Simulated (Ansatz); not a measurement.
C₂H₆Cl₂Sn, SMILES [Cl][Sn]([CH3])([Cl])[CH3]. Atoms are numbered in the order given.

```xyz
11

C      1.7505    -1.5002     0.1639
Sn    -0.0131    -0.2918    -0.0681
C     -1.9082    -1.1676    -0.5842
Cl     0.4736     1.3427    -1.7207
Cl    -0.3225     0.8903     1.9682
H      1.5636    -2.2784     0.9170
H      2.5702    -0.8491     0.4955
H      2.0049    -1.9599    -0.8012
H     -2.6193    -0.3539    -0.7792
H     -2.2634    -1.7823     0.2546
H     -1.7923    -1.7862    -1.4852
```

Geometry optimised at B3LYP-D3(BJ)/def2-SVP. The isomer is the one that the SMILES or the coordinates give; other isomers of the formula were not compared. The def2 effective core potentials stand for the cores of Sn; spin–orbit coupling is left out.

Two levels are set side by side: PBE-D3(BJ)/def2-SVP (Ansatz, a program for electronic structure) and B3LYP-D3(BJ)/def2-SVP (Ansatz). Each level has its own optimised geometry; the coordinates shown are those of the second. Differences are taken from unrounded values.

```json
[
 {"quantity": "mean bond length (Å)", "B3LYP-D3(BJ)": "1.564"},
 {"quantity": "bond C1–Sn2 (Å)", "B3LYP-D3(BJ)": "2.150"},
 {"quantity": "bond Sn2–C3 (Å)", "B3LYP-D3(BJ)": "2.151"},
 {"quantity": "bond Sn2–Cl4 (Å)", "B3LYP-D3(BJ)": "2.375"},
 {"quantity": "bond Sn2–Cl5 (Å)", "B3LYP-D3(BJ)": "2.375"},
 {"quantity": "bond C1–H6 (Å)", "B3LYP-D3(BJ)": "1.099"},
 {"quantity": "bond C1–H7 (Å)", "B3LYP-D3(BJ)": "1.098"},
 {"quantity": "bond C1–H8 (Å)", "B3LYP-D3(BJ)": "1.099"},
 {"quantity": "bond C3–H9 (Å)", "B3LYP-D3(BJ)": "1.098"},
 {"quantity": "bond C3–H10 (Å)", "B3LYP-D3(BJ)": "1.099"},
 {"quantity": "bond C3–H11 (Å)", "B3LYP-D3(BJ)": "1.099"}
]
```

Task: What does PBE-D3(BJ) give, and how far is it from B3LYP-D3(BJ)? (Estimate from the structure and the level; the computed values follow.)

Result: 
| quantity | PBE-D3(BJ) | PBE-D3(BJ) minus B3LYP-D3(BJ) |
|---|---|---|
| mean bond length (Å) | 1.570 | 0.006 |
| bond C1–Sn2 (Å) | 2.155 | 0.004 |
| bond Sn2–C3 (Å) | 2.155 | 0.004 |
| bond Sn2–Cl4 (Å) | 2.379 | 0.005 |
| bond Sn2–Cl5 (Å) | 2.379 | 0.005 |
| bond C1–H6 (Å) | 1.106 | 0.007 |
| bond C1–H7 (Å) | 1.105 | 0.007 |
| bond C1–H8 (Å) | 1.106 | 0.007 |
| bond C3–H9 (Å) | 1.105 | 0.007 |
| bond C3–H10 (Å) | 1.106 | 0.007 |
| bond C3–H11 (Å) | 1.106 | 0.007 |

Exact exchange shortens and stiffens bonds; PBE has none. Differences between two approximate levels are no errors against the true value.
